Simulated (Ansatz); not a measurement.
System: InCl2 (charge +1, singlet). It need not be the lowest isomer of its formula. 
Structure (B3LYP-D3(BJ)/def2-TZVP (Ansatz, an electronic-structure program) minimum search):
```xyz
3

In     0.0000     0.0000     0.0000
Cl     0.0000     0.0000     2.2242
Cl     0.0000     0.0000    -2.2242
```
Charge +1, spin multiplicity 1.

Basis-set convergence of Hartree-Fock and MP2 correlation energies (hartree) with Ansatz. Valence correlation only, unless marked. Spin-orbit coupling is left out. The frozen core is the preceding noble-gas configuration, with the filled d and f shells of earlier blocks. Past Kr the def2 sets carry scalar-relativistic core potentials.

| basis | functions | E(HF) | E(corr, MP2) |
|---|---|---|---|
| def2-SVP | 62 | -1107.72806 | -0.30100 |
| def2-TZVPP | 134 | -1108.05743 | -0.41447 |
| def2-QZVPP | 222 | -1108.08470 | -0.45562 |

Extrapolating the two largest sets (X = 3 and 4) as X^-3: E(corr) = (64·(-0.45562) - 27·(-0.41447))/37 = -0.4856 Eh, an estimate of the basis-set limit. The largest set recovers 93.8 % of it, the smallest 62.0 %.
